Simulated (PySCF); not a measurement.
Geometries of 2 isomers of C3H3BrO, from PySCF, PBE0-D3(BJ)/def2-SVP geometry optimisation, gas phase. One conformer each, no zero-point energy, no frequencies.

Problem. Which is lower in electronic energy at this level?
A.
```xyz
8
angstrom
O      2.658   -0.138   -0.392
C      1.587   -0.100    0.047
C      0.367   -0.083    0.556
C     -0.856   -0.135   -0.273
Br    -1.694    1.636   -0.559
H      0.306    0.060    1.639
H     -0.672   -0.530   -1.278
H     -1.641   -0.729    0.208
```
B.
```xyz
8
angstrom
C     -0.854   -0.239   -0.918
C     -0.148    0.235    0.111
Br    -0.765    1.619    1.231
C      1.203   -0.304    0.456
O      1.723   -1.197   -0.157
H     -0.411   -1.044   -1.512
H     -1.841    0.143   -1.182
H      1.693    0.186    1.331
```

Solution. A. That is `BrCC=C=O`, 3.4 kcal/mol below the other.

| SMILES | atoms numbered as above | E (Eh) | relative (kcal/mol) | relative (kJ/mol) | dipole (D) |
| --- | --- | --- | --- | --- | --- |
| O=C=CCBr | [O:1]=[C:2]=[CH:3][CH2:4][Br:5] | -2764.50474 | 0.0 | 0.0 | 1.85 |
| C=C(Br)C=O | [CH2:1]=[C:2]([Br:3])[CH:4]=[O:5] | -2764.49932 | 3.4 | 14.3 | 1.48 |

As drawn, the lower has cumulated double bonds, which the higher lacks.
